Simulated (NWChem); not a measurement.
Program: NWChem. System: Zn, charge 0, spin multiplicity 1. Level: PBE/def2-QZVP.

The NWChem input:

```
start mol
memory heap 200 mb stack 900 mb global 1100 mb
geometry units angstroms nocenter noautoz
  Zn     0.000000     0.000000     0.000000
  symmetry group D2h
end
basis spherical
  * library def2-qzvp
end
dft
  xc xpbe96 cpbe96
  semidirect memsize 60000000 filesize 0
  iterations 100
end
task dft energy
```

Part of the output:

```
             Northwest Computational Chemistry Package (NWChem) 7.3.0
             --------------------------------------------------------

                                NWChem Input Module
                                -------------------

 Scaling coordinates for geometry "geometry" by  1.889725989
 (inverse scale =  0.529177249)

                             Geometry "geometry" -> ""
                             -------------------------

 Output coordinates in angstroms (scale by  1.889725989 to convert to a.u.)

  No.       Tag          Charge          X              Y              Z
 ---- ---------------- ---------- -------------- -------------- --------------
    1 Zn                  30.0000     0.00000000     0.00000000     0.00000000

 Effective nuclear repulsion energy (a.u.)       0.0000000000

            Nuclear Dipole moment (a.u.)
            ----------------------------
        X                 Y               Z
 ---------------- ---------------- ----------------
     0.0000000000     0.0000000000     0.0000000000

      Symmetry information
      --------------------

 Group name             D2h
 Group number             26
 Group order               8
 No. of unique centers     1

      Symmetry unique atoms

     1


 Summary of "ao basis" -> "" (spherical)
 ------------------------------------------------------------------------------
       Tag                 Description            Shells   Functions and Types
 ---------------- ------------------------------  ------  ---------------------
 *                         def2-qzvp                  on all atoms

  pbe96 is a nonlocal functional; adding pw91lda local functional.

                                 NWChem DFT Module
                                 -----------------

 Summary of "ao basis" -> "ao basis" (spherical)
 ------------------------------------------------------------------------------
       Tag                 Description            Shells   Functions and Types
 ---------------- ------------------------------  ------  ---------------------
 Zn                        def2-qzvp                26       84   11s6p5d3f1g
[...]
 Nuclear repulsion energy =        0.000000000000

 Numeric. integr. density =       29.999999999646

     Total iterative time =      4.0s

                  Occupations of the irreducible representations
                  ----------------------------------------------

                     irrep           alpha         beta
                     --------     --------     --------
                     ag                6.0          6.0
                     au                0.0          0.0
                     b1g               1.0          1.0
                     b1u               2.0          2.0
                     b2g               1.0          1.0
                     b2u               2.0          2.0
                     b3g               1.0          1.0
                     b3u               2.0          2.0

                       DFT Final Molecular Orbital Analysis
                       ------------------------------------

 Vector   13  Occ=2.000000D+00  E=-3.883474D-01  Symmetry=b2g
              MO Center=  9.2D-34, -7.1D-35,  7.1D-32, r^2= 3.1D-01
   Bfn.  Coefficient  Atom+Function         Bfn.  Coefficient  Atom+Function
  ----- ------------  ---------------      ----- ------------  ---------------
    33      0.640927  1 Zn d  1              38      0.298665  1 Zn d  1
    43      0.233655  1 Zn d  1              48      0.096729  1 Zn d  1

 Vector   14  Occ=2.000000D+00  E=-3.883474D-01  Symmetry=b3g
              MO Center=  4.0D-34, -3.5D-34, -1.0D-33, r^2= 3.1D-01
   Bfn.  Coefficient  Atom+Function         Bfn.  Coefficient  Atom+Function
  ----- ------------  ---------------      ----- ------------  ---------------
    31      0.640927  1 Zn d -1              36      0.298665  1 Zn d -1
    41      0.233655  1 Zn d -1              46      0.096729  1 Zn d -1

 Vector   15  Occ=2.000000D+00  E=-2.140889D-01  Symmetry=ag
              MO Center= -7.7D-20,  1.7D-18, -4.2D-21, r^2= 2.4D+00
   Bfn.  Coefficient  Atom+Function         Bfn.  Coefficient  Atom+Function
  ----- ------------  ---------------      ----- ------------  ---------------
    10      0.498180  1 Zn s                  9      0.461136  1 Zn s
     7     -0.279936  1 Zn s                  8     -0.207754  1 Zn s
    11      0.205687  1 Zn s                  5      0.115857  1 Zn s
     4      0.084600  1 Zn s                  6     -0.051102  1 Zn s
     1     -0.026488  1 Zn s

 Vector   16  Occ=0.000000D+00  E=-4.215241D-02  Symmetry=b3u
              MO Center=  7.7D-20,  1.9D-32,  3.5D-32, r^2= 5.8D+00
   Bfn.  Coefficient  Atom+Function         Bfn.  Coefficient  Atom+Function
  ----- ------------  ---------------      ----- ------------  ---------------
    27      0.535119  1 Zn px                24      0.403298  1 Zn px
    21      0.215181  1 Zn px                15     -0.175754  1 Zn px
    12      0.054082  1 Zn px

 Vector   17  Occ=0.000000D+00  E=-4.215241D-02  Symmetry=b2u
              MO Center=  2.2D-33, -1.7D-18, -6.3D-33, r^2= 5.8D+00
   Bfn.  Coefficient  Atom+Function         Bfn.  Coefficient  Atom+Function
  ----- ------------  ---------------      ----- ------------  ---------------
    28      0.535119  1 Zn py                25      0.403298  1 Zn py
    22      0.215181  1 Zn py                16     -0.175754  1 Zn py
    13      0.054082  1 Zn py

 Vector   18  Occ=0.000000D+00  E=-4.215241D-02  Symmetry=b1u
              MO Center= -1.2D-32, -1.3D-32,  4.2D-21, r^2= 5.8D+00
   Bfn.  Coefficient  Atom+Function         Bfn.  Coefficient  Atom+Function
  ----- ------------  ---------------      ----- ------------  ---------------
    29      0.535119  1 Zn pz                26      0.403298  1 Zn pz
    23      0.215181  1 Zn pz                17     -0.175754  1 Zn pz
    14      0.054082  1 Zn pz

 Task  times  cpu:        6.9s     wall:        6.9s

 Total times  cpu:        6.9s     wall:        6.9s
```
